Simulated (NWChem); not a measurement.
System meant: CH4BClOS; SMILES COB(S)Cl

Input file for NWChem:

```
start job
memory heap 200 mb stack 900 mb global 1100 mb
geometry units angstroms noautoz
  B     -0.131735    -0.152106     0.068545
  Cl    -0.355926    -1.901877     0.315936
  O     -1.207726     0.631265     0.244256
  C     -1.185899     2.049981     0.082434
  H     -0.903524     2.319326    -0.941152
  H     -2.194635     2.412869     0.287881
  H     -0.483226     2.509807     0.785881
  S      1.496071     0.543592    -0.404462
  H      2.169853    -0.622024    -0.440129
end
basis spherical
  * library def2-svp
end
dft
  odft
  mult 2
  xc b3lyp
  iterations 150
  mulliken
end
task dft energy
```

End of the output:

```
 Summary of "ao basis" -> "ao basis" (spherical)
 ------------------------------------------------------------------------------
       Tag                 Description            Shells   Functions and Types
 ---------------- ------------------------------  ------  ---------------------
 B                          def2-svp                 6       14   3s2p1d
 Cl                         def2-svp                 8       18   4s3p1d
 O                          def2-svp                 6       14   3s2p1d
 C                          def2-svp                 6       14   3s2p1d
 H                          def2-svp                 3        5   2s1p
 S                          def2-svp                 8       18   4s3p1d

 Summary of "ao basis" -> "ao basis" (spherical)
 ------------------------------------------------------------------------------
       Tag                 Description            Shells   Functions and Types
 ---------------- ------------------------------  ------  ---------------------
 B                          def2-svp                 6       14   3s2p1d
 Cl                         def2-svp                 8       18   4s3p1d
 O                          def2-svp                 6       14   3s2p1d
 C                          def2-svp                 6       14   3s2p1d
 H                          def2-svp                 3        5   2s1p
 S                          def2-svp                 8       18   4s3p1d

      Symmetry analysis of basis
      --------------------------

        a'         69
        a"         29

  number of electrons :                   56
  multiplicity        :                    2
 ------------------------------------------------------------------------
  no. of electrons and multiplicity not compatible                  56
 ------------------------------------------------------------------------
 ------------------------------------------------------------------------
  current input line :
    24: task dft energy
 ------------------------------------------------------------------------
 ------------------------------------------------------------------------
 There is an error in the input file
 ------------------------------------------------------------------------
 For more information see the NWChem manual at https://nwchemgit.github.io

0: no. of electrons and multiplicity not compatible:Received an Error in Communication
```

### Question
Find the fault in this run and fix the input.

### Answer
The program refused the input. Cause: the multiplicity doesn't fit the number of electrons (an even count wants an odd multiplicity, and the reverse). This input runs:
```
start job
memory heap 200 mb stack 900 mb global 1100 mb
geometry units angstroms noautoz
  B     -0.131735    -0.152106     0.068545
  Cl    -0.355926    -1.901877     0.315936
  O     -1.207726     0.631265     0.244256
  C     -1.185899     2.049981     0.082434
  H     -0.903524     2.319326    -0.941152
  H     -2.194635     2.412869     0.287881
  H     -0.483226     2.509807     0.785881
  S      1.496071     0.543592    -0.404462
  H      2.169853    -0.622024    -0.440129
end
basis spherical
  B library def2-svp
  Cl library def2-svp
  O library def2-svp
  C library def2-svp
  H library def2-svp
  S library def2-svp
end
dft
  xc b3lyp
  iterations 150
  mulliken
end
task dft energy
```
It converges to -998.75500 Ha (B3LYP/def2-SVP).
